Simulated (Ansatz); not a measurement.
The cluster Cu2O2⁺, relaxed as a doublet with UKS PBE-D4/def2-SVP in Ansatz, starting from the GFN2-xTB geometry. Force threshold 0.02 eV/Å.

At PBE0-D4/def2-TZVP a quartet of charge 1 lies 0.12 eV below the doublet, each at its own geometry. Another isomer (doublet) lies 0.46 eV lower at PBE0-D4/def2-TZVP.

Start:

```csv
atom,x (Å),y (Å),z (Å)
Cu1,-1.1548,0.2348,0.4899
Cu2,1.1543,-0.2334,-0.4904
O3,0.5137,0.5017,0.9658
O4,-0.5132,-0.5031,-0.9653
```

| step | energy (eV) | largest force component (eV/Å) | SCF passes |
| --- | --- | --- | --- |
| 1 | -93331.6970 | 2.278 | 104 |
| 2 | -93331.9171 | 1.194 | 137 |
| 3 | -93332.0055 | 0.210 | 92 |
| 4 | -93332.0099 | 0.068 | 80 |
| 5 | -93332.0106 | 0.003 | 78 |

Force components are those of the run's own axes.

End:

```csv
atom,x (Å),y (Å),z (Å)
Cu1,-1.1203,0.2275,0.4765
Cu2,1.1203,-0.2277,-0.4763
O3,0.5696,0.5584,1.0728
O4,-0.5696,-0.5581,-1.0729
```

By distances, no bond broke or formed. The bond that changes most is Cu2–O3, from 1.75 to 1.82 Å (atoms count from 1).

No frequencies were taken in this run, so the end may be a saddle point.

It took 21 s on 4 threads of Intel Xeon Platinum 8488C on a shared host.
